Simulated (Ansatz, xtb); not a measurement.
## Relaxing a trial structure of CH3F2GaSe

The starting geometry of this gas-phase singlet was built from a drawn formula by distance geometry; its bonds are those of `F[CH2][GaH][Se]F`.

```yaml
atoms:
  - { symbol: C, position_ang: [-0.3568, 0.4334, 0.0348] }
  - { symbol: F, position_ang: [-1.5185, 1.1532, 0.1657] }
  - { symbol: F, position_ang: [-0.4914, -1.8643, 3.9841] }
  - { symbol: Ga, position_ang: [0.7094, 0.3655, 1.5467] }
  - { symbol: Se, position_ang: [-0.4571, -0.0646, 3.7658] }
  - { symbol: H, position_ang: [0.3175, 0.9098, -0.6740] }
  - { symbol: H, position_ang: [-0.6339, -0.6097, -0.2117] }
  - { symbol: H, position_ang: [1.8994, -0.6972, 1.3513] }
```

Q: Predict what becomes of its bonds when it is optimised with r2SCAN-D4/def2-SVP.

A: It keeps its bonds, and is `F[CH2][GaH][Se]F`.

The energy falls by 1.40 eV over 16 steps:

```tsv
step	E − E(last) (eV)
1	1.397
3	0.423
4	0.323
6	0.131
8	0.025
9	0.019
11	0.004
13	0.001
14	0.000
16	0.000
```

Final geometry (Å):

```xyz
8

C    -0.3551    0.4766   -0.0248
F    -1.5313    0.9916    0.5337
F     0.1208   -1.0620    4.4845
Ga    0.5703   -0.4721    1.4477
Se   -0.8404   -0.1672    3.2630
H     0.2349    1.3141   -0.4386
H    -0.6250   -0.1859   -0.8668
H     1.8944   -1.2690    1.5642
```

From the same start GFN2-xTB ends elsewhere, differing in F3–Ga4 (2.10 against 3.13 Å here).

No frequencies were run, so the end isn't proven a minimum. Run with Ansatz 0.2.0, 66 s on 2 threads of Arm Neoverse V1, with other jobs on the host.
